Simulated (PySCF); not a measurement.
# Static response to an electric field

C6H5FSi.
Cartesian coordinates in Å at the GFN2-xTB level; atoms count from 1:
```xyz
13
C6H5FSi angstrom
C     -3.0165   -0.8649   -0.8233
C     -2.0211   -0.4036   -0.3382
C     -0.8154    0.1305    0.1893
C     -0.0589    1.1547   -0.6754
F      0.2814    2.3190   -0.0335
Si     0.9080   -0.4545   -0.3979
C      2.1960   -0.4019    0.9043
C      3.0352   -0.3578    1.7657
H     -3.9035   -1.2578   -1.2209
H     -0.8981    0.4221    1.2322
H     -0.5120    1.4038   -1.6313
H      1.0335   -1.3754   -1.5090
H      3.7670   -0.3137    2.5201
```

Level: wB97X-D/def2-SVPD (PySCF), static field, nuclei fixed, core orbitals frozen in the response. The polarisability tensor in these axes (au):

```
x   129.24   1.90  25.11
y     1.90  77.26   2.41
z    25.11   2.41  83.58
```

**Question.** Diagonalise the tensor; give its mean and Δα, where Δα² is half the sum of the squared differences of the eigenvalues.

**Answer.** Principal values 72.07, 77.55 and 140.47 au; mean 96.70 au = 14.33 Å³ = 15.94 × 10⁻⁴⁰ C²·m²/J; Δα = 65.83 au (68 % of the mean).

**Question.** What is the dipole moment, and where does it point?

**Answer.** (1.14, -1.59, -0.05) D, 1.96 D in size, pointing from the negative to the positive side. Measured along this direction, the outermost atoms are F5 at the negative end and H13 at the positive end.

**Question.** What depolarisation ratio follows for Rayleigh scattering of linearly polarised light, taking the static tensor?

**Answer.** ρ = 3Δα²/(45ᾱ² + 4Δα²) = 13001.2/(420748 + 17334.9) = 0.0297.

**Question.** In a dilute gas of rigid molecules at 298 K, how does the orientational term μ²/3kT compare with the electronic polarisability?

**Answer.** In Gaussian units μ²/3kT = 31.15 Å³ against 14.33 Å³, a ratio of 2.17; the Debye molar polarisation (4π/3)N_A(α + μ²/3kT) is 114.7 cm³/mol, leaving out the vibrational part.

**Question.** Find the Langevin capture rate constant for H3+ (3.023 u) meeting this molecule (124.014 u), k = 2.342 × 10⁻⁹ cm³/s × √(α in Å³ / reduced mass in u).

**Answer.** The reduced mass is 2.95 u, so k = 5.16 × 10⁻⁹ cm³/s. The formula leaves out the permanent dipole, which adds to the capture rate.

Isolated species at its GFN2-xTB geometry, gas phase.
